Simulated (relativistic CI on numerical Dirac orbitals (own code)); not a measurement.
d1 to d9 in one octahedral field

Computed with a parametric ligand-field model without spin-orbit coupling, by exact diagonalisation: B = 870, C = 3670, 10Dq = 8200 cm⁻¹ (Oh; |10Dq|/B = 9.4) for every shell. Energies in cm⁻¹; the field energy is (0.6 n_e − 0.4 n_t2) × 10Dq of the ground term; g labels are left out.

```
Shell  Ground term  Electrons in e  Field energy  First spin-allowed bands  Lowest term of other spin
   d1          2T2           0.000         -3280                   2E 8200                           
   d2          3T1           0.081         -5896       3T2 7140, 3A2 15340                  1T2 13030
   d3          4A2           0.000         -9840       4T2 8200, 4T1 13602                   2E 16779
   d4           5E           1.000         -4920                  5T2 8200                  3T1 12907
   d5            ?               ?             ?                         ?                          ?
   d6          5T2           2.000         -3280                   5E 8200                  3T1 12267
   d7          4T1           2.081         -5896       4T2 7140, 4A2 15340                    2E 9125
   d8          3A2           2.000         -9840       3T2 8200, 3T1 13602                   1E 13789
   d9           2E           3.000         -4920                  2T2 8200
```

Q: Fill in the row of d5.

A: Ground term: 6A1; Electrons in e: 2.000; Field energy: 0; First spin-allowed bands: none; Lowest term of other spin: 4T1 21330. Every shell keeps the spin of the free ion. Only d4 to d7 can choose; the field needed to pair spins is smallest for d6 and largest for d5, which loses most exchange energy. In the strong-field picture 10Dq must exceed about 6B + 5C = 23570 (d4), 7.5B + 5C = 24875 (d5), 2.5B + 4C = 16855 (d6) and 4B + 4C = 18160 (d7); mixing of terms shifts these bounds somewhat. High-spin d^(n+5) repeats the spin-allowed bands of d^n, since the half-filled shell is spherical.
